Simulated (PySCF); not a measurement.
C4H5BO2, SMILES C(=O)(C)B(C#C)O.

Coordinates come from a r2SCAN-D4/def2-SVP optimisation. This is a generated structure with no PubChem entry under its InChIKey; it may be hypothetical. Other conformers were not sampled.

Computed with TDA-CAM-B3LYP/def2-SVPD (PySCF).

Vertical excitations. The molecule is in vacuum.

Computed lowest excited states:
```json
[
 {"state": "S1", "energy (eV)": "3.81", "λ (nm)": "325", "f": "0.005", "main pairs": "HOMO→LUMO+1 38 %, HOMO→LUMO 33 %, HOMO→LUMO+2 18 %, HOMO→LUMO+3 6 %"},
 {"state": "S2", "energy (eV)": "4.73", "λ (nm)": "262", "f": "0.011", "main pairs": "HOMO→LUMO 53 %, HOMO→LUMO+1 22 %, HOMO−1→LUMO 10 %"},
 {"state": "S3", "energy (eV)": "5.31", "λ (nm)": "233", "f": "0.005", "main pairs": "HOMO−1→LUMO 76 %"},
 {"state": "S4", "energy (eV)": "5.90", "λ (nm)": "210", "f": "0.019", "main pairs": "HOMO−2→LUMO 51 %, HOMO−1→LUMO+1 13 %"},
 {"state": "S5", "energy (eV)": "6.42", "λ (nm)": "193", "f": "0.006", "main pairs": "HOMO−2→LUMO+1 33 %, HOMO→LUMO+2 11 %, HOMO−2→LUMO+5 10 %, HOMO−2→LUMO+3 10 %"},
 {"state": "S6", "energy (eV)": "6.56", "λ (nm)": "189", "f": "0.011", "main pairs": "HOMO→LUMO+2 52 %, HOMO→LUMO+1 19 %, HOMO−2→LUMO+1 13 %"},
 {"state": "S7", "energy (eV)": "7.18", "λ (nm)": "173", "f": "0.010", "main pairs": "HOMO→LUMO+3 73 %"},
 {"state": "S8", "energy (eV)": "7.62", "λ (nm)": "163", "f": "0.115", "main pairs": "HOMO→LUMO+4 47 %, HOMO→LUMO+5 22 %"},
 {"state": "S9", "energy (eV)": "7.66", "λ (nm)": "162", "f": "0.066", "main pairs": "HOMO−4→LUMO 27 %, HOMO−1→LUMO+1 24 %, HOMO−3→LUMO 11 %, HOMO−2→LUMO 5 %"},
 {"state": "S10", "energy (eV)": "7.81", "λ (nm)": "159", "f": "0.167", "main pairs": "HOMO−1→LUMO+1 33 %, HOMO−4→LUMO 15 %, HOMO−3→LUMO 14 %, HOMO→LUMO+4 6 %"},
 {"state": "T1", "energy (eV)": "3.14", "λ (nm)": "395", "f": "0", "main pairs": "HOMO→LUMO+1 38 %, HOMO→LUMO 33 %, HOMO→LUMO+2 19 %"},
 {"state": "T2", "energy (eV)": "4.27", "λ (nm)": "290", "f": "0", "main pairs": "HOMO→LUMO 49 %, HOMO→LUMO+1 18 %, HOMO−2→LUMO 17 %"},
 {"state": "T3", "energy (eV)": "4.49", "λ (nm)": "276", "f": "0", "main pairs": "HOMO−2→LUMO 43 %, HOMO−1→LUMO 27 %"},
 {"state": "T4", "energy (eV)": "4.90", "λ (nm)": "253", "f": "0", "main pairs": "HOMO−1→LUMO 53 %, HOMO−2→LUMO 21 %"}
]
```
Triplets are in the Tamm–Dancoff approximation.
